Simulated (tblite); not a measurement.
C7H13FSi.
Atom-mapped SMILES: `[CH:1]#[C:2][CH2:3][C@:4]([F:5])([CH2:6][CH3:7])[SiH2:8][CH3:9]` (hydrogens: H10 on C1; H11, H12 on C3; H13, H14 on C6; H15, H16, H17 on C7; H18, H19 on Si8; H20, H21, H22 on C9)

Structure used (GFN2-xTB), in Å, numbered top down from 1:
```xyz
22
C7H13FSi angstrom
C      2.891    1.872    0.306
C      2.028    1.310    0.916
C      0.989    0.619    1.645
C      0.041   -0.125    0.694
F     -0.986   -0.642    1.508
C      0.763   -1.313    0.065
C     -0.111   -2.113   -0.892
Si    -0.782    1.104   -0.556
C     -2.567    0.569   -0.894
H      3.651    2.371   -0.218
H      0.411    1.343    2.226
H      1.445   -0.090    2.345
H      1.643   -0.930   -0.456
H      1.105   -1.974    0.868
H     -0.359   -1.524   -1.773
H     -1.033   -2.409   -0.397
H      0.410   -3.011   -1.215
H      0.044    1.141   -1.767
H     -0.775    2.429    0.078
H     -3.098    1.347   -1.434
H     -3.100    0.385    0.035
H     -2.621   -0.339   -1.486
```

Computed with GFN2-xTB (tblite): harmonic, unscaled wavenumbers at the GFN2-xTB geometry, gas phase. Errors from tens to a few hundred cm⁻¹ against measured bands are possible. Modes of hydrogen on silicon can be 10 to 20 % off. One conformer, not necessarily the lowest.

Harmonic wavenumbers (cm⁻¹): 53.0, 61.6, 94.5, 110.6, 115.2, 155.1, 184.7, 226.7, 244.4, 285.3, 301.0, 322.5, 359.2, 417.5, 467.0, 525.8, 574.6, 597.6, 639.5, 669.1, 696.5, 766.1, 782.0, 807.8, 827.6, 845.1, 882.6, 941.9, 992.9, 1011.5, 1075.1, 1094.2, 1125.6, 1130.5, 1210.8, 1265.2, 1294.9, 1343.2, 1369.2, 1412.4, 1455.4, 1474.1, 1476.4, 1477.6, 1501.4, 1501.9, 2224.3, 2242.3, 2293.9, 2930.2, 2947.9, 2960.6, 2985.6, 3029.1, 3033.3, 3039.8, 3042.4, 3044.4, 3046.8, 3398.8.

A = 1655, B = 1025, C = 870.6 MHz; mass 144.077 u (most abundant isotopes); point group C1, symmetry number 1.

**Question.** What is the zero-point energy?

**Answer.** ½Σν̃ = 38193 cm⁻¹ = 109.20 kcal/mol.

**Question.** Entropy at 500 K, 1 bar (ideal gas, RRHO, classical rotation)?

**Answer.** Translation 43.40, rotation 31.31, vibration 64.86: S = 139.6 cal/(mol K).

**Question.** And Cp and H(500 K) − H(0)?

**Answer.** Cp = 68.01 cal/(mol K), of which vibrations give 60.06 (their classical limit is 60 R = 119.2); H(500 K) − H(0) = 20.36 kcal/mol without the zero-point energy, 16.39 from vibrations.

**Question.** Blend soft modes into free rotors: weight 1/[1 + (100 cm⁻¹/ν̃)⁴] for the oscillator and the rest for a rotor with moment μB/(μ + B), μ = h/(8π²ν), B = 10⁻⁴⁴ kg m². What vibrational entropy results?

**Answer.** 60.33 cal/(mol K) in place of 64.86, which changes −T·S at 500 K by +2.26 kcal/mol.

**Question.** How do the functions run with temperature in this model?

**Answer.** 
```csv
T (K),S (cal/(mol K)),Cp (cal/(mol K)),H − H(0) (kcal/mol),G − H(0) (kcal/mol),ln q(vib)
50,60.3,15.0,0.53,-2.48,0.60
100,73.2,23.0,1.49,-5.83,2.20
298.15,109.8,47.8,8.56,-24.18,9.28
373.15,121.4,56.1,12.46,-32.85,11.88
750,170.6,84.8,39.61,-88.31,24.04
1000,196.6,96.0,62.29,-134.30,31.21
```

q(vib) and H(0) count from the zero-point level.

**Question.** Which modes carry the vibrational entropy at 500 K?

**Answer.** 53.0 cm⁻¹: 5.73; 61.6 cm⁻¹: 5.43; 94.5 cm⁻¹: 4.58; 110.6 cm⁻¹: 4.27; 115.2 cm⁻¹: 4.19; 155.1 cm⁻¹: 3.61 cal/(mol K); the other 54 give 37.06 together.

**Question.** What must be added to the electronic energy to get the Gibbs energy at 500 K and 1 bar?

**Answer.** ZPE + [H(500 K) − H(0)] − T·S = 109.20 + 20.36 − 69.79 = 59.77 kcal/mol.

Hindered rotation and anharmonicity are outside this model. Other conformers, if any are populated, would add a mixing term that is left out. The structure is chiral; the term R ln 2 for an equal mix with its mirror image is left out.
